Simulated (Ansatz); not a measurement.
Ansatz results at the PBE0-D4/def2-TZVP geometry: size of the dipole moment (ωB97M-V/def2-TZVPP) 2.92 D; HOMO–LUMO gap (PBE/def2-TZVPP) 5.03 eV; HOMO energy (ωB97M-V/def2-TZVPP) -10.02 eV.

Each molecule was computed in one conformer, which needn't be the lowest.

Which molecule gave them?
A. `F[SiH2][CH](F)[SnH3]`
B. `[CH3][SnH]([F])[SiH2]F`
C. `[SiH3]N[AsH2]`
D. `[F][GeH]1[O][AlH]1`

B. The others give `[F][GeH]1[O][AlH]1`: 3.80, 3.21, -8.86; `F[SiH2][CH](F)[SnH3]`: 0.57, 5.21, -10.12; `[SiH3]N[AsH2]`: 0.75, 4.86, -9.69.
